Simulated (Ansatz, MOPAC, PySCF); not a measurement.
Pair of molecules: HCl (SMILES Cl) (first 2 atoms) with ClH3Si (SMILES [SiH3]Cl); geometry from B3LYP-D3(BJ)/def2-TZVP.
(charge 0, multiplicity 1):
```xyz
7

Cl    -0.314    -0.418     0.969
H      0.590    -0.101     1.832
Si    -0.531     0.360     4.794
Cl     1.420     0.497     4.079
H     -1.003    -1.015     4.561
H     -1.351     1.340     4.061
H     -0.490     0.672     6.234
```

Monomers are frozen at their geometry in the pair; levels with a basis set take the counterpoise correction.

Correlated levels freeze the cores. The state reached by PM3 isn't checked.

Codes used: Ansatz (Gaussian orbitals); MOPAC for PM3 (differences of heats of formation); PySCF for the dispersion terms. Each number belongs to the level named beside it.

Problem. One of these levels gives -1.50 kcal/mol for the interaction energy. Which?
A. r2SCAN-D4/def2-TZVPPD
B. HF/aug-cc-pV(T+d)Z
C. PM3
D. B2PLYP/def2-TZVPPD

Solution. D, B2PLYP/def2-TZVPPD. The others give -2.26 (PM3), 0.30 (HF/aug-cc-pV(T+d)Z), -2.77 (r2SCAN-D4/def2-TZVPPD)

Ansatz is a first-principles code.
